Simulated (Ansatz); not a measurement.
Input file for Ansatz (a first-principles code): U-PBE/def2-TZVPPD on HIMg (SMILES [MgH][I]), a point of a bond scan (R = 2.944 Å). Elements past Kr take the def2 small-core potentials; no spin–orbit coupling. Files ending in .json are basis or fitting sets from the Basis Set Exchange.

Ansatz 0.2 input:
```yaml
crystal:
  periodic: [false, false, false]
  atoms:
    - {symbol: Mg, position_ang: [-0.00000000, -0.00000000, -2.02827611]}
    - {symbol: H, position_ang: [0.00000000, 0.00000000, -4.97252871]}
    - {symbol: I, position_ang: [0.00000000, 0.00000000, 0.52924565]}
basis:
  gaussian:
    orbitals: def2-TZVPPD.json
hamiltonian:
  xc: {name: PBE}
magnetization: {spin_polarized: true, initial_magnetization: 0}
```

### Question
What total energy does the run end on?

### Answer
-498.2204 hartree.

### Question
How many basis functions does it have, and what does it roughly cost on one machine?

### Answer
111 functions; roughly 10 core-seconds.
